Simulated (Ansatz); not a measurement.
`ClBB[SeH]` + `[SiH3]Br` → `[SeH][SiH2]Br` + `BBCl` at 500 K and 1 bar (formal exchange of groups at the Se–B bond).

Gas-phase electronic energies from Ansatz, PBE0-D4/def2-TZVP geometries. CBS: MP2 limit from def2 TZ/QZ plus the TZ coupled-cluster correction, frozen cores. For Br, Se outer-core shells are correlated without core-valence functions, which leaves a few kJ/mol of doubt a bond. Scalar relativity is left out up to krypton. One conformer a species, not always the lowest.

```json
{"species": "`ClBB[SeH]`", "CCSD(T)/CBS energy (Eh)": "-2911.90869", "H − E (kJ/mol)": "128.2", "S (J/(mol·K))": "383.7"}
{"species": "`[SiH3]Br`", "CCSD(T)/CBS energy (Eh)": "-2864.23411", "H − E (kJ/mol)": "91.6", "S (J/(mol·K))": "294.2"}
{"species": "`[SeH][SiH2]Br`", "CCSD(T)/CBS energy (Eh)": "-5264.97418", "H − E (kJ/mol)": "104.1", "S (J/(mol·K))": "375.4"}
{"species": "`BBCl`", "CCSD(T)/CBS energy (Eh)": "-511.15624", "H − E (kJ/mol)": "115.9", "S (J/(mol·K))": "318.9"}
```

H − E and S are ideal-gas, rigid-rotor, harmonic terms from PBE0-D4/def2-TZVP, for one conformer and one mirror image of each species. 1 Eh = 2625.50 kJ/mol, R = 8.31446 J/(mol·K).

Question: By hand: ΔE, ΔH, ΔS and ΔG.

Answer: ΔE = (-5264.97418) + (-511.15624) − (-2911.90869) − (-2864.23411) = 0.01238 Eh = 32.5 kJ/mol. Δ(H − E) = 104.1 + 115.9 − 128.2 − 91.6 = 0.2, so ΔH = 32.7 kJ/mol. ΔS = 375.4 + 318.9 − 383.7 − 294.2 = 16.4 J/(mol·K). ΔG = 32.7 − 500 × (16.4)/1000 = 24.5 kJ/mol.

Question: By hand: the equilibrium constant, and the temperature at which ΔG would vanish if ΔH and ΔS stayed fixed.

Answer: log₁₀ K = −ΔG/(RT ln 10) = -2.6. ΔG = 0 at ΔH/ΔS = 1994 K, though so small a ΔS makes that figure unsure.

ΔH outweighs TΔS. A doubt of 5 kJ/mol in ΔE shifts log₁₀ K by 0.5 here. Other conformers and mirror images would add mixing entropy, several J/(mol·K) or more a flexible species. These are equilibria of isolated gas molecules and say nothing of rates. Largest T1 diagnostic: 0.014 (customary marks: 0.02 for closed shells, 0.045 for open ones).
